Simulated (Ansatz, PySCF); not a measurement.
Reaction 2 R1 → P1, each structure at its B3LYP-D3(BJ)/def2-SVP stationary point, reached from a drawn start (curvature not checked).
R1, Cl3Fe (SMILES [Cl][Fe]([Cl])[Cl]) (charge 0, multiplicity 6):
```xyz
4

Fe     0.000     0.000    -0.002
Cl     2.151    -0.010    -0.008
Cl    -1.067     1.867    -0.001
Cl    -1.084    -1.858     0.012
```
P1, Cl6Fe2 (SMILES [Cl][Fe]1([Cl])<-[Cl][Fe]([Cl])([Cl])<-[Cl]1) (charge 0, multiplicity 11, Z-matrix in Å and degrees):
```
Fe
Cl 1 2.1458
Cl 1 2.1458 2 117.50
Cl 1 2.3704 2 111.06 3 129.39
Fe 4 2.3704 1 87.69 2 113.70
Cl 5 2.1458 4 111.07 1 -113.70
Cl 5 2.1458 6 117.50 4 129.38
Cl 5 2.3704 6 111.06 7 129.39
```

P less R. No zero-point or thermal terms; open shells are unrestricted; no spin–orbit coupling. One arrangement of each flexible species, with no search for the lowest. The spin states of the d-block species are the ones drawn and need not be the lowest.

Correlated levels freeze the cores.

The values were computed with Ansatz (a first-principles code); PySCF for the D3/D4 terms. Each number belongs to the level named beside it.

Total energies in hartree:

```json
[
 {"structure": "R1", "PBE/def2-TZVPP": "-2643.720897", "B3LYP-D3(BJ)/def2-TZVPP": "-2644.589963", "CCSD(T)/def2-SVP": "-2641.060894"},
 {"structure": "P1", "PBE/def2-TZVPP": "-5287.488099", "B3LYP-D3(BJ)/def2-TZVPP": "-5289.237650", "CCSD(T)/def2-SVP": "-5282.189428"}
]
```

Question: Work out the reaction energy at each level in kcal/mol (1 hartree = 627.50947 kcal/mol), and say how far PBE/def2-TZVPP lies from CCSD(T)/def2-SVP.

Answer: 
- PBE/def2-TZVPP: (-5287.488099) − 2 × (-2643.720897) = -0.046305 hartree = -29.06 kcal/mol
- B3LYP-D3(BJ)/def2-TZVPP: (-5289.237650) − 2 × (-2644.589963) = -0.057724 hartree = -36.22 kcal/mol
- CCSD(T)/def2-SVP: (-5282.189428) − 2 × (-2641.060894) = -0.067640 hartree = -42.44 kcal/mol
PBE/def2-TZVPP less CCSD(T)/def2-SVP: 13.38 kcal/mol. CCSD(T)/def2-SVP is the level counted from, the highest shown, and no exact or measured value.
